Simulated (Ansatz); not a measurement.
`N[SiH]1CS1` + H–F → `F[SiH]1CS1` + NH₃ at 700 K and 1 bar (ligand exchange at the Si–N bond).

Computed with Ansatz on PBE0-D4/def2-TZVP structures; ΔE is electronic, products minus reactants. CCSD(T)/CBS adds triple-zeta CCSD(T) − MP2 to the extrapolated MP2 energy (def2 sets, frozen cores). This one scheme is used for every species. One conformer a species, not always the lowest.

| species | CCSD(T)/CBS energy (Eh) | H − E (kJ/mol) | S (J/(mol·K)) |
| --- | --- | --- | --- |
| `N[SiH]1CS1` | -782.65285 | 233.0 | 417.4 |
| H–F | -100.39570 | 45.2 | 198.5 |
| `F[SiH]1CS1` | -826.56648 | 160.3 | 381.0 |
| NH₃ | -56.50880 | 116.9 | 226.5 |

H − E and S are ideal-gas, rigid-rotor, harmonic terms from PBE0-D4/def2-TZVP, for one conformer and one mirror image of each species. 1 Eh = 2625.50 kJ/mol, R = 8.31446 J/(mol·K).

Question: By hand: ΔE, ΔH, ΔS and ΔG.

Answer: ΔE = (-826.56648) + (-56.50880) − (-782.65285) − (-100.39570) = -0.02673 Eh = -70.2 kJ/mol. Δ(H − E) = 160.3 + 116.9 − 233.0 − 45.2 = -1.0, so ΔH = -71.2 kJ/mol. ΔS = 381.0 + 226.5 − 417.4 − 198.5 = -8.4 J/(mol·K). ΔG = -71.2 − 700 × (-8.4)/1000 = -65.3 kJ/mol.

Question: By hand: the equilibrium constant, and the temperature at which ΔG would vanish if ΔH and ΔS stayed fixed.

Answer: log₁₀ K = −ΔG/(RT ln 10) = 4.9. ΔG = 0 at ΔH/ΔS = 8476 K, far beyond where these terms or the molecules hold.

The number of gas molecules stays the same, so ΔS is small and ΔH decides. A doubt of 5 kJ/mol in ΔE shifts log₁₀ K by 0.4 here. Other conformers and mirror images would add mixing entropy, several J/(mol·K) or more a flexible species. These are equilibria of isolated gas molecules and say nothing of rates. Largest T1 diagnostic: 0.012 (customary marks: 0.02 for closed shells, 0.045 for open ones).
